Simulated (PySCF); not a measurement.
# Electron correlation in Cl (chlorine, neutral)

[Ne] 3s2 3p5, 2P determinant. Calculation: PySCF 2.14, in cc-pVDZ-DK; scalar relativity by spin-free X2C-1e. Frozen: [Ne]; 7 electrons correlated.

MP2 pair energies summed by pair of shells (mhartree):

| pair | energy | share (%) |
| --- | --- | --- |
| 3p-3p | -72.13 | 65.6 |
| 3s-3p | -30.73 | 28.0 |
| 3s-3s | -7.01 | 6.4 |

Total MP2 correlation energy: -109.87 mhartree.

Same-spin part -27.67 and opposite-spin part -82.20 mhartree; SCS-MP2 scales them by 1/3 and 6/5 to -107.86 mhartree.

| level | correlation energy (mhartree) |
| --- | --- |
| CCSD | -126.61 |
| (T) | -1.15 |
| CCSD(T) | -127.76 |

Diagnostics: T1 = 0.0049, D1 = 0.0172, largest double amplitude 0.050.

Problem. Is a single reference adequate?

Solution. Yes: T1 lies below 0.03 and no double amplitude reaches 0.07.
